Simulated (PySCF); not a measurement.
## Radial density of S³⁺ (sulfur, charge +3)

PBE, [Ne] 3s2 3p1, 2P determinant. Computed with PySCF 2.14 in Sapporo-DZP-2012, with the spin-free X2C one-electron Hamiltonian (Gaussian nucleus).

| r (bohr) | 4πr²ρ (e/bohr) | 4πr²(ρα − ρβ) |
| --- | --- | --- |
| 0.00182 | 0.1031 | 0.0000 |
| 0.00306 | 0.2847 | 0.0000 |
| 0.00516 | 0.7587 | 0.0000 |
| 0.00867 | 1.908 | 0.0000 |
| 0.0146 | 4.483 | 0.0000 |
| 0.0245 | 9.226 | 0.0003 |
| 0.0413 | 15.44 | 0.0027 |
| 0.0694 | 18.30 | 0.0146 |
| 0.117 | 14.11 | 0.0578 |
| 0.196 | 12.68 | 0.1359 |
| 0.330 | 17.57 | 0.1268 |
| 0.556 | 10.55 | -0.0023 |
| 0.934 | 2.691 | 0.2936 |
| 1.57 | 2.171 | 0.6869 |
| 2.64 | 0.3843 | 0.1895 |
| 4.45 | 0.001865 | 0.0004 |

Densities and radii are taken from the X2C orbitals without a picture-change correction, which distorts them close to the nucleus.

(1) Where is the radial spin density 4πr²(ρα − ρβ) most negative, and why is it negative at all?

Results:

(1) Around r = 0.556 bohr, down to -0.0023 e/bohr: exchange with the open shell polarises the paired shells in an unrestricted calculation.
